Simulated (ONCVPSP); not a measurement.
## How hard is this Cl ONCV potential?

chlorine (Cl), optimised norm-conserving Vanderbilt (ONCV), made with ONCVPSP 4.0.1 (PBE, non-relativistic). Core [Ne], reference 3s1.5 3p5.5. Waves: 3s: rc 1.25 bohr, ncon 5, nbas 10, qcut 6.3 1/bohr, 2 projectors, debl 0.9 Ha; 3p: rc 1.55 bohr, ncon 4, nbas 8, qcut 4.7 1/bohr, 2 projectors, debl 0.5 Ha; d scattering state at 0.25 Ha: rc 1.40 bohr, ncon 3, nbas 6, qcut 8.1 1/bohr, 2 projectors, debl 0.4 Ha. Local part: polynomial inside 0.80 bohr (lpopt 5, dvloc0 4 Ha). Core correction: polynomial model core, fcfact 0.7.

Question: For each optimised wave give the share of its norm inside rc, the residual kinetic energy above qcut (Ha) and the cutoffs (Ha) for errors of 10, 1, 0.1 and 0.01 mHa per electron.

Answer:

| wave | norm inside rc | residual KE | 10 mHa | 1 mHa | 0.1 mHa | 0.01 mHa |
| --- | --- | --- | --- | --- | --- | --- |
| 3s | 0.341 | 1.3e-04 | 11.7 | 15.9 | 25.2 | 173.3 |
| s projector 2 | 0.048 | 1.9e-04 | 8.0 | 13.1 | 41.7 | 202.7 |
| 3p | 0.419 | 2.5e-04 | 5.3 | 7.4 | 28.0 | 80.0 |
| p projector 2 | 0.065 | 4.6e-05 | 4.0 | 6.2 | 8.7 | 37.6 |
| d projector 1 | 0.132 | 2.3e-05 | 16.0 | 23.6 | 29.4 | 47.7 |
| d projector 2 | 0.141 | 3.9e-05 | 17.7 | 25.0 | 30.8 | 45.9 |

The occupied waves need 16 Ha and 28 Ha for 1 and 0.1 mHa. Note: no bound ghost flagged; GHOST(+) flagged for s at 135.1 eV.
